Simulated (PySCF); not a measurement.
C₃H₉Ga, quintet, at a GFN2-xTB geometry of the parent state (such geometries of metal compounds can be far from the true shape) (a higher spin typed on purpose: for a closed-shell molecule this is an excited state); HF/6-31G run with PySCF.

Input for PySCF:
```python
from pyscf import gto, scf

mol = gto.Mole()
mol.atom = '''
    Ga    0.00000529    0.00007777    0.00001707
    C    -1.41606143   -1.46777541   -0.15992464
    H    -1.48153476   -1.83989675   -1.18661644
    H    -2.40675752   -1.08845087    0.10745406
    H    -1.19263554   -2.31657722    0.49209008
    C    -0.18761026    1.72486456   -1.08412653
    H     0.68547600    1.88408692   -1.72381582
    H    -0.26582509    2.59518349   -0.42578806
    H    -1.07487761    1.70536745   -1.72277656
    C     1.60364150   -0.25727270    1.24402790
    H     2.25803039    0.61864670    1.24542668
    H     2.20028467   -1.12270684    0.94083315
    H     1.27785633   -0.43696259    2.27280363
'''
mol.basis = '6-31g'
mol.spin = 4
mol.verbose = 4
mol.build()

mf = scf.UHF(mol)
mf.kernel()
```

### Question
What does PySCF print? Leave out banner, timings and long lists.

### Answer

```
PySCF version 2.14.0

[INPUT] verbose = 4
[INPUT] num. atoms = 13
[INPUT] num. electrons = 58
[INPUT] charge = 0
[INPUT] spin (= nelec alpha-beta = 2S) = 4
[INPUT] symmetry False subgroup None
[INPUT] Mole.unit = angstrom
[INPUT] Symbol           X                Y                Z      unit          X                Y                Z       unit  Magmom
[INPUT]  1 Ga     0.000005290000   0.000077770000   0.000017070000 AA    0.000009996651   0.000146964001   0.000032257625 Bohr   0.0
[INPUT]  2 C     -1.416061430000  -1.467775410000  -0.159924640000 AA   -2.675968278260  -2.773693537271  -0.302213770170 Bohr   0.0
[INPUT]  3 H     -1.481534760000  -1.839896750000  -1.186616440000 AA   -2.799694940423  -3.476900954977  -2.242380086506 Bohr   0.0
[INPUT]  4 H     -2.406757520000  -1.088450870000   0.107454060000 AA   -4.548112561037  -2.056874044345   0.203058744373 Bohr   0.0
[INPUT]  5 H     -1.192635540000  -2.316577220000   0.492090080000 AA   -2.253754537023  -4.377696492206   0.929915479815 Bohr   0.0
[INPUT]  6 C     -0.187610260000   1.724864560000  -1.084126530000 AA   -0.354532009558   3.259521620368  -2.048702226075 Bohr   0.0
[INPUT]  7 H      0.685476000000   1.884086920000  -1.723815820000 AA    1.295361904962   3.560408273675  -3.257539788993 Bohr   0.0
[INPUT]  8 H     -0.265825090000   2.595183490000  -0.425788060000 AA   -0.502336617138   4.904186039093  -0.804622820510 Bohr   0.0
[INPUT]  9 H     -1.074877610000   1.705367450000  -1.722776560000 AA   -2.031224300327   3.222677422248  -3.255575872220 Bohr   0.0
[INPUT] 10 C      1.603641500000  -0.257272700000   1.244027900000 AA    3.030443236987  -0.486174942327   2.350872022318 Bohr   0.0
[INPUT] 11 H      2.258030390000   0.618646700000   1.245426680000 AA    4.267059018045   1.169072830866   2.353515333426 Bohr   0.0
[INPUT] 12 H      2.200284670000  -1.122706840000   0.940833150000 AA    4.157935422379  -2.121608445776   1.777916982412 Bohr   0.0
[INPUT] 13 H      1.277856330000  -0.436962590000   2.272803630000 AA    2.414798490242  -0.825739621781   4.294976395617 Bohr   0.0

nuclear repulsion = 262.684232135131
number of shells = 44
number of NR pGTOs = 192
number of NR cGTOs = 72
basis = 6-31g
ecp = {}

******** <class 'pyscf.scf.uhf.UHF'> ********
method = UHF
initial guess = minao
damping factor = 0
level_shift factor = 0
DIIS = <class 'pyscf.scf.diis.CDIIS'>
diis_start_cycle = 1
diis_space = 8
diis_damp = 0
SCF conv_tol = 1e-09
SCF conv_tol_grad = None
SCF max_cycles = 50
direct_scf = True
direct_scf_tol = 1e-13
number electrons alpha = 31  beta = 27
Set gradient conv threshold to 3.16228e-05
init E= -2041.14756721959

cycle= 1 E= -2041.29179651132  delta_E= -0.144  |g|= 0.241  |ddm|= 3.93
cycle= 2 E= -2041.35194834593  delta_E= -0.0602  |g|= 0.0979  |ddm|= 0.973
cycle= 3 E= -2041.36059799289  delta_E= -0.00865  |g|= 0.0374  |ddm|= 0.352
cycle= 4 E= -2041.36333915267  delta_E= -0.00274  |g|= 0.0169  |ddm|= 0.298
cycle= 5 E= -2041.36417742471  delta_E= -0.000838  |g|= 0.00776  |ddm|= 0.207
cycle= 6 E= -2041.36433011616  delta_E= -0.000153  |g|= 0.00374  |ddm|= 0.0981
cycle= 7 E= -2041.36436440342  delta_E= -3.43e-05  |g|= 0.000968  |ddm|= 0.0647
cycle= 8 E= -2041.36436618464  delta_E= -1.78e-06  |g|= 0.000281  |ddm|= 0.0107
cycle= 9 E= -2041.36436633817  delta_E= -1.54e-07  |g|= 7.8e-05  |ddm|= 0.00222
cycle= 10 E= -2041.36436635878  delta_E= -2.06e-08  |g|= 3.4e-05  |ddm|= 0.00138
cycle= 11 E= -2041.36436636341  delta_E= -4.62e-09  |g|= 8.07e-06  |ddm|= 0.000897
cycle= 12 E= -2041.36436636365  delta_E= -2.39e-10  |g|= 2.1e-06  |ddm|= 0.000166
Extra cycle  E= -2041.36436636366  delta_E= -1.05e-11  |g|= 1.25e-06  |ddm|= 1.22e-05
converged SCF energy = -2041.36436636366  <S^2> = 6.0287041  2S+1 = 5.0114685
```
